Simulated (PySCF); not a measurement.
## TeBr⁺: from constants to spectrum

UHF-CCSD(T) constants of TeBr⁺, ³Σ⁻ (triplet), unpaired electrons π ↑↑ (PySCF, scalar-relativistic core potentials, basis sets Te def2-SVP with ECP28, Br def2-SVP; masses 129.9062 and 78.9183 u):

- ωe: 290.5 cm⁻¹
- ωexe: 0.796 cm⁻¹
- Be: 0.057908 cm⁻¹
- αe: 0.000185 cm⁻¹
- D (centrifugal): 9.21e-09 cm⁻¹
- De to Te⁺ + Br: 1.84 eV

**Question.** Give the vibrational terms G(v) and spacings up to v = 6.

**Answer.** G(v) = ωe(v+½) − ωexe(v+½)².

```csv
v,G(v) (cm⁻¹),G(v) − G(v−1),Bv (cm⁻¹)
0,145.1,,0.05782
1,434.0,288.9,0.05763
2,721.3,287.3,0.05745
3,1007.0,285.7,0.05726
4,1291.1,284.1,0.05708
5,1573.7,282.5,0.05689
6,1854.6,280.9,0.05671
```

**Question.** How well does the Morse estimate ωe²/(4ωexe) reproduce De, and what is D0?

**Answer.** It gives 3.29 eV, 179 % of the computed De. D0 = De − G(0) = 1.84 − 0.02 = 1.82 eV.

Correlated steps freeze 13 core orbitals. Correlated levels converge slowly with the basis: in double zeta they bind strong bonds too weakly, by up to about 1 eV, and carry superposition errors of some tenths. Spin–orbit coupling is left out, which matters for elements this heavy, above all for dissociation energies. For an ion De counts to the pair picked by the measured ionisation energies or electron affinities, which need not be the lowest pair at this level. The state is the lowest determinant that a PBE0 search found; another state may lie lower at other levels.
